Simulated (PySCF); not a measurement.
## Ligand-field analysis of [CuCl5]3-

[CuCl5]3-: Cu(II) (d9), charge -3. The structure is a PBE0-D3(BJ)/def2-TZVP, IEF-PCM water geometry optimised for multiplicity 2; coordination square pyramidal, point group C2v, metal–donor distances 2.35–2.66 Å.

```
6

Cu    0.0000    0.0000    0.0000
Cl    2.3604    0.0000   -0.1750
Cl   -2.3604    0.0000   -0.1750
Cl    0.0000   -2.3024   -0.4972
Cl    0.0000    2.3024   -0.4972
Cl    0.0000    0.0000    2.6599
```

Method (PySCF 2.14, density fitting): CASSCF(9,5) with orbitals averaged over all microstates of the shell, strongly contracted NEVPT2 on the averaged canonical orbitals; basis x2c-TZVPall on the metal, x2c-SVPall elsewhere; spin-free X2C; IEF-PCM water; spin-orbit coupling by state interaction with the mean-field operator over all roots.

## Spin-free states

```csv
2S+1,deg.,symmetry,free-ion term,CASSCF / cm⁻¹,NEVPT2 / cm⁻¹,f(ED),occupations
2,1,2A1,2D 1.00,0,0,–,2.0 2.0 2.0 2.0 1.0
2,1,2A1,2D 1.00,5111,7671,4.4e-06,2.0 2.0 2.0 1.0 2.0
2,1,2A2,2D 1.00,5050,8193,0,2.0 2.0 1.0 2.0 2.0
2,1,2B2,2D 1.00,5785,8830,1.5e-05,2.0 1.0 2.0 2.0 2.0
2,1,2B1,2D 1.00,5970,9204,6.0e-06,1.0 2.0 2.0 2.0 2.0
```

Energies are counted from the ground state at NEVPT2 level. Weights follow the labels. f(ED) is the electric-dipole oscillator strength from the ground state at the fixed geometry, without vibronic coupling; occupations, where given, run over the ligand-field orbitals from the lowest.

Ligand-field fit:



```
orbital  CASSCF / cm⁻¹  NEVPT2 / cm⁻¹  metal share  main function
      1              0              0         0.99        xz 1.00
      2            185            373         0.99        yz 1.00
      3            920           1011         0.99        xy 1.00
      4            859           1533         0.98        z2 1.00
      5           5970           9204         0.94     x2-y2 1.00
```

ζ = 801 cm⁻¹, against 818 for the free ion.

Spin-orbit levels:

```
E / cm⁻¹  deg.                         make-up    g (S′ = 1/2)
     0.0     2                        0.99 2A1  2.10 2.16 2.67
  7331.9     2  0.82 2A1 + 0.12 2B2 + 0.06 2B1  1.62 2.92 3.95
  7911.1     2  0.64 2A2 + 0.19 2B2 + 0.16 2B1  0.32 2.51 2.61
  9200.4     2  0.40 2B2 + 0.35 2A2 + 0.22 2B1  0.09 0.64 2.17
  9987.9     2  0.56 2B1 + 0.28 2B2 + 0.16 2A1  0.21 1.22 1.53
```

## Magnetism

The ground doublet has g = 2.101, 2.161, 2.667. μeff is 2.08 μB at 300 K and 2.01 μB at 10 K; the spin-only value is 1.73 μB.

```csv
T / K,χT / cm³ K mol⁻¹,μeff / μB,"χT along axes a, b, c"
2,0.507,2.01,0.41 0.44 0.67
5,0.507,2.01,0.41 0.44 0.67
10,0.507,2.01,0.41 0.44 0.67
20,0.509,2.02,0.41 0.44 0.67
30,0.510,2.02,0.42 0.44 0.67
50,0.512,2.02,0.42 0.44 0.68
75,0.514,2.03,0.42 0.44 0.68
100,0.517,2.03,0.42 0.44 0.69
150,0.523,2.04,0.42 0.45 0.70
200,0.528,2.06,0.42 0.45 0.71
250,0.533,2.06,0.42 0.45 0.72
300,0.539,2.08,0.43 0.46 0.73
```

Axes in the frame of the coordinates: a = (1.00, 0.00, 0.00); b = (0.00, 1.00, 0.00); c = (0.00, 0.00, 1.00).

Powder magnetisation at 2 K: 0.22 μB at 0.5 T, 0.43 μB at 1 T, 0.76 μB at 2 T, 0.95 μB at 3 T, 1.11 μB at 5 T, 1.15 μB at 7 T.

Ligand-hole states mix strongly into such Cu(II) halides; the d shell alone makes them too ionic, overstates g shifts and moments and can put the wrong state lowest. NEVPT2 lifts 2A2 from 5050 to 8193 cm⁻¹; on the d shell alone such lifts tend to overshoot.

The job took 9.2 s on one thread of Arm Neoverse V2 (shared host), with 138 basis functions and a peak of 0.57 GiB, launched as `OMP_NUM_THREADS=1 python lf_run.py task.json out`.
